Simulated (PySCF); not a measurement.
B(H)(NH2)(NMe2) (C2H9BN2), SMILES B(N)N(C)C.

The structure is a stationary point at r2SCAN-D4/def2-SVP. The structure was generated by enumeration, and PubChem lists no compound with its InChIKey, so it may never have been made. The values are those of a single conformer.

These are PySCF with CAM-B3LYP/def2-TZVP values and carry that method's errors.

Isolated molecule, no solvent.

Computed frontier levels, gap, dipole moment and polarisability:
```json
{
  "highest_occupied_level": "-7.59 eV",
  "lowest_empty_level": "1.76 eV",
  "orbital_gap": "9.35 eV",
  "dipole_moment": "1.20 D",
  "quadrupole, principal values (traceless, Buckingham form, about the centre of nuclear charge)": "-4.93, -1.01, 5.94 D·Å",
  "mean_static_polarisability": "56.8 bohr³ (8.42 Å³)",
  "polarisability_principal_values": "45.1, 57.3, 68.0 bohr³"
}
```
